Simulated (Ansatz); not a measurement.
Z-matrix (Å, degrees):
```
C
S 1 1.802
F 1 1.379 2 111.9
H 1 1.092 2 107.3 3 118.4
H 1 1.091 2 111.6 3 -120.7
In 2 2.397 1 99.7 3 69.0
H 6 1.709 2 115.0 1 -170.7
H 6 1.713 2 114.2 1 10.7
```

Charge 0, multiplicity 1. In: def2 effective core potential.

**Question.** List the PBE/def2-TZVPP orbital energies in eV (Ansatz). (Best estimate.)

**Answer.** The calculation gave: Occupied: -2395.63, -659.89, -271.69, -208.57, -154.72, -154.60, -154.52, -122.27, -80.02, -79.75, -79.70, -30.07, -19.56, -19.18, -19.06, -19.01, -19.00, -18.63, -15.54, -12.42, -12.32, -11.13, -10.29, -8.50, -8.12, -7.47, -6.73, -6.20. Lowest empty: -2.47, -1.22, -0.17, -0.11, 1.00, 1.05, 1.55, 1.75.
